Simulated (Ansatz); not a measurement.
Consider the hydrogenolysis of a C–O bond: `O[SiH2]C(O)Cl` + H₂ → `O[SiH2]CCl` + H₂O.

Program: Ansatz. Geometries: PBE0-D4/def2-TZVP. ΔE: electronic, gas phase. CCSD(T)/CBS adds triple-zeta CCSD(T) − MP2 to the extrapolated MP2 energy (def2 sets, frozen cores). This one scheme is used for every species. Functionals use def2-TZVPP. B3LYP here is the variant with VWN-RPA as its local correlation; programs differ in this. HSE06 is defined as in plane-wave codes. One conformer a species, not always the lowest.

```tsv
level	ΔE (kcal/mol)	difference from CCSD(T)/CBS
LDA (SPW92)	-19.5	5.3
PBE-D4	-20.6	4.2
revPBE-D4	-19.7	5.1
BLYP-D4	-19.7	5.1
B97M-V	-23.3	1.5
PBE0-D4	-23.1	1.7
B3LYP-D4	-21.9	2.9
r2SCANh-D4	-22.1	2.7
r2SCAN0-D4	-23.3	1.5
HSE06-D4	-23.1	1.7
BHLYP-D4	-24.1	0.7
CAM-B3LYP-D4	-22.7	2.1
ωB97X-V	-22.6	2.2
ωB97M-V	-22.9	1.9
B2PLYP	-23.7	1.1
PBE-QIDH	-24.8	0.0
revPBE	-22.2	2.6
BLYP	-21.6	3.2
r2SCAN	-21.5	3.3
PBE0	-23.8	1.0
r2SCANh	-22.3	2.5
r2SCAN0	-23.5	1.3
HSE06	-23.7	1.1
BHLYP	-25.1	-0.3
LC-ωPBE	-24.8	0.0
RPA@PBE/def2-TZVPP	-23.0	1.8
HF/def2-SVP	-24.3	0.5
MP2/def2-SVP	-20.7	4.1
CCSD/def2-SVP	-21.5	3.3
HF/def2-TZVPP	-27.1	-2.3
MP2/def2-TZVPP	-24.6	0.2
SCS-MP2/def2-TZVPP	-24.6	0.2
CCSD/def2-TZVPP	-25.4	-0.6
CCSD(T)/def2-TZVPP	-24.1	0.7
HF/def2-QZVPP	-27.3	-2.5
MP2/def2-QZVPP	-25.0	-0.2
SCS-MP2/def2-QZVPP	-25.0	-0.2
HF/CBS(def2)	-27.3	-2.5
MP2/CBS(def2)	-25.2	-0.4
CCSD/CBS(def2)	-26.1	-1.3
CCSD(T)/CBS	-24.8	0
```

Task: What do rigid-rotor, harmonic-oscillator terms from PBE0-D4/def2-TZVP frequencies (298.15 K, 1 bar) make of the CCSD(T)/CBS value? (An estimate is asked.)

Result: The calculation gave: ΔZPE = +4.1 kcal/mol, ΔH = -21.1 kcal/mol, ΔS = 35 J/(mol·K), ΔG = -23.6 kcal/mol.

Largest T1 diagnostic among the species: 0.011.

In def2-TZVPP, CCSD(T) changes the Hartree–Fock value by +3.0 kcal/mol (the triples alone add +1.3 kcal/mol) and MP2 by +2.5 kcal/mol. From BLYP to BHLYP (50 % exact exchange), in def2-TZVPP and without D4, ΔE moves by −3.5 kcal/mol.

CCSD(T)/CBS has its own doubt, a few kJ/mol and more with outer-core shells, so smaller differences from it don't rank the levels.
